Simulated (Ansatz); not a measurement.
CH8B2Si2, SMILES `B1C[SiH2]B[SiH2]1`, relaxed with RKS PBE-D4/def2-SVP in Ansatz from a rough embedded geometry. The force threshold is 0.03 eV/Å; the program also tests the step.

The species carries charge 0 and has multiplicity 1.

Start:

```xyz
13

B    -0.596    0.435    1.202
C     0.679    1.120    0.691
Si    1.115    0.385   -0.959
B    -0.151   -1.042   -1.341
Si   -1.389   -1.040    0.187
H    -1.114    0.702    2.282
H     1.516    0.958    1.364
H     0.478    2.194    0.544
H     0.898    1.447   -2.040
H     2.475   -0.097   -0.993
H     0.262   -2.065   -1.605
H    -2.768   -0.659   -0.291
H    -1.405   -2.338    0.960
```

| step | energy (eV) | largest force (eV/Å) | largest move (Å) |
| --- | --- | --- | --- |
| 1 | -18253.4321 | 1.997 | 0.000 |
| 2 | -18254.1557 | 0.703 | 0.195 |
| 3 | -18254.3324 | 0.545 | 0.193 |
| 4 | -18254.3900 | 0.482 | 0.200 |
| 5 | -18254.4108 | 0.607 | 0.200 |
| 6 | -18254.4614 | 0.259 | 0.121 |
| 7 | -18254.5019 | 0.140 | 0.200 |
| 8 | -18254.5150 | 0.130 | 0.132 |
| 9 | -18254.5166 | 0.106 | 0.130 |
| 10 | -18254.5189 | 0.048 | 0.032 |
| 11 | -18254.5192 | 0.024 | 0.020 |

End:

```xyz
13

B    -0.645    0.501    1.343
C     0.665    1.095    0.727
Si    1.010    0.451   -1.052
B     0.174   -1.400   -1.029
Si   -1.245   -1.171    0.361
H    -1.254    1.048    2.245
H     1.426    0.515    1.320
H     0.877    2.165    0.927
H     0.291    1.309   -2.068
H     2.483    0.524   -1.377
H     0.439   -2.341   -1.746
H    -2.154   -0.424   -0.627
H    -2.066   -2.272    0.978
```

Run time 16 s (4 threads of an Arm Neoverse V1 on a shared host); peak host memory 0.17 GiB.
